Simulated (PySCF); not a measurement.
Isomers of C5H11NOSi3, one GFN2-xTB conformer each. Single-point energies are computed at PBE0/pcSseg-1 (PySCF, gas phase, no added dispersion term), electronic only.

```tsv
SMILES	GFN2-xTB relative energy (kcal/mol)
C=C(C)O[Si@@H]1[SiH2]C[Si@H]1C#N	76.5
CC#C[SiH2]O[Si@@H]1C=C[SiH2]N1	0.0
C=C(C)O[Si@@H]1[SiH2]C[Si@@H]1C#N	75.9
```

Conformers: `[CH2:1]=[C:2]([CH3:3])[O:4][Si@@H:5]1[SiH2:6][CH2:7][Si@H:8]1[C:9]#[N:10]` with C1–C2–O4–Si5 9°, C2–O4–Si5–Si6 -78°; `[CH3:1][C:2]#[C:3][SiH2:4][O:5][Si@@H:6]1[CH:7]=[CH:8][SiH2:9][NH:10]1` with C3–Si4–O5–Si6 18°, Si4–O5–Si6–C7 56°; `[CH2:1]=[C:2]([CH3:3])[O:4][Si@@H:5]1[SiH2:6][CH2:7][Si@@H:8]1[C:9]#[N:10]` with C1–C2–O4–Si5 -176°, C2–O4–Si5–Si6 46°.

What does PBE0/pcSseg-1 give for the same structures?

```
                           SMILES  PBE0/pcSseg-1 E (Eh)  PBE0/pcSseg-1 (kcal/mol)  GFN2-xTB (kcal/mol)  point group
   CC#C[SiH2]O[Si@@H]1C=C[SiH2]N1           -1194.86284                       0.0                  0.0           C1
 C=C(C)O[Si@@H]1[SiH2]C[Si@H]1C#N           -1194.78871                      46.5                 76.5           C1
C=C(C)O[Si@@H]1[SiH2]C[Si@@H]1C#N           -1194.78480                      49.0                 75.9           C1
```

Both levels put the same isomer lowest; measured from each level's own lowest isomer, the values differ by up to 30.0 kcal/mol (C=C(C)O[Si@@H]1[SiH2]C[Si@H]1C#N: 76.5 against 46.5). As drawn, the lowest has a C≡C bond and an N–H bond, which the highest lacks; the highest has a four-membered ring, a C≡N group and an Si–Si bond, which the lowest lacks. Neighbours under 2.5 kcal/mol apart (C=C(C)O[Si@@H]1[SiH2]C[Si@H]1C#N and C=C(C)O[Si@@H]1[SiH2]C[Si@@H]1C#N) can change places with a better method, another conformer or zero-point energy. C=C(C)O[Si@@H]1[SiH2]C[Si@H]1C#N and C=C(C)O[Si@@H]1[SiH2]C[Si@@H]1C#N are stereoisomers, 2.5 kcal/mol apart in the conformers taken.

Which frontier levels, dipoles and rotational constants go with these structures?

```json
{"SMILES": "CC#C[SiH2]O[Si@@H]1C=C[SiH2]N1", "HOMO (eV, PBE0/pcSseg-1)": "-7.29", "LUMO (eV)": "-0.72", "dipole (D)": "2.25", "A, B, C (MHz)": "959.3, 698.6, 472.3"}
{"SMILES": "C=C(C)O[Si@@H]1[SiH2]C[Si@H]1C#N", "HOMO (eV, PBE0/pcSseg-1)": "-7.11", "LUMO (eV)": "-1.76", "dipole (D)": "4.53", "A, B, C (MHz)": "1356, 478.9, 402.4"}
{"SMILES": "C=C(C)O[Si@@H]1[SiH2]C[Si@@H]1C#N", "HOMO (eV, PBE0/pcSseg-1)": "-6.74", "LUMO (eV)": "-1.94", "dipole (D)": "3.49", "A, B, C (MHz)": "986.2, 688.3, 505.5"}
```
